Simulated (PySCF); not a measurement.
C₄H₁₀Si.
Atom-mapped SMILES: `[SiH3:1][CH2:2][CH:3]1[CH2:4][CH2:5]1` (hydrogens: H6, H7, H8 on Si1; H9, H10 on C2; H11 on C3; H12, H13 on C4; H14, H15 on C5)

The closed-shell SCF was solved with PySCF and density fitting under several settings on one GFN2-xTB geometry (grid level 2 and gas phase unless stated).

```json
{"settings": "PBE0/pcSseg-1", "basis functions": "142", "SCF cycles": "12", "E (Eh)": "-447.5482", "HOMO (eV)": "-7.64", "LUMO (eV)": "1.02", "dipole (D)": "0.57"}
{"settings": "PBE0/def2-SVPD", "basis functions": "184", "SCF cycles": "12", "E (Eh)": "-447.3871", "HOMO (eV)": "-7.63", "LUMO (eV)": "0.61", "dipole (D)": "0.63"}
{"settings": "LDA/def2-SVPD", "basis functions": "184", "SCF cycles": "13", "E (Eh)": "-445.0376", "HOMO (eV)": "-6.54", "LUMO (eV)": "-0.28", "dipole (D)": "0.67"}
{"settings": "PBE0/pcseg-1, grid level 3, energy threshold 1e-08 Eh", "basis functions": "124", "SCF cycles": "8", "E (Eh)": "-447.5336", "HOMO (eV)": "-7.65", "LUMO (eV)": "0.93", "dipole (D)": "0.55"}
{"settings": "PBE0/IGLO-II", "basis functions": "183", "SCF cycles": "12", "E (Eh)": "-447.6046", "HOMO (eV)": "-7.60", "LUMO (eV)": "1.11", "dipole (D)": "0.60"}
{"settings": "PBE0/pcSseg-0, grid level 4, start guess atom", "basis functions": "69", "SCF cycles": "9", "E (Eh)": "-446.8664", "HOMO (eV)": "-7.90", "LUMO (eV)": "1.37", "dipole (D)": "0.45"}
```

Task: Estimate the rows for these settings: (1) HCTH407/6-31G*, grid level 1, start guess vsap; (2) PBE0/6-31++G**, grid level 1; (3) PBE0/MINI, energy threshold 1e-06 Eh.

Result: 
```tsv
settings	basis functions	SCF cycles	E (Eh)	HOMO (eV)	LUMO (eV)	dipole (D)
HCTH407/6-31G*, grid level 1, start guess vsap	94	14	-447.9179	-6.30	0.48	0.67
PBE0/6-31++G**, grid level 1	154	9	-447.5755	-7.55	0.04	0.59
PBE0/MINI, energy threshold 1e-06 Eh	39	6	-444.6399	-10.25	1.39	0.76
```

Task: Over all rows, what range does the HOMO–LUMO gap span?

Result: From 6.26 eV (LDA/def2-SVPD) to 11.64 eV (PBE0/MINI, energy threshold 1e-06 Eh). The functional of the narrowest has no exact exchange, that of the widest 25 % exact exchange.

Task: And the dipole moment?

Result: From 0.45 D (PBE0/pcSseg-0, grid level 4, start guess atom) to 0.76 D (PBE0/MINI, energy threshold 1e-06 Eh); the largest is 1.69 times the smallest, and the median is 0.60 D.

Task: Compare two rows with the functional PBE0: PBE0/6-31++G**, grid level 1 and PBE0/MINI, energy threshold 1e-06 Eh. Which energy is lower, and by how much?

Result: PBE0/6-31++G**, grid level 1 (154 functions) lies 2.9356 Eh or 1842 kcal/mol below PBE0/MINI, energy threshold 1e-06 Eh (39 functions).

Cycle counts include a coarse-grid stage where the run had one. All basis functions are spherical, in the Pople sets too.

Conformer computed: `[SiH3:1][CH2:2][CH:3]1[CH2:4][CH2:5]1`: Si1–C2–C3–C4 82°.

One conformer stands for the species.
